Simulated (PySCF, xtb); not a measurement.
TiOCl2, SMILES [Ti]([Cl])(=[O])[Cl], multiplicity 1.

GFN2-xTB run with xtb at its own geometry gives an orbital gap of 2.61 eV and a dipole moment of 5.83 D.

Coordinates come from a TPSSh-D3(BJ)/def2-SVP optimisation. The spin state was assumed, not searched.

Question: What does PBE/def2-TZVPD (PySCF) give? (Estimate from the structure and the level; the computed values follow.)

Answer: gap 3.00 eV (levels -7.92 and -4.92 eV), dipole 1.26 D.
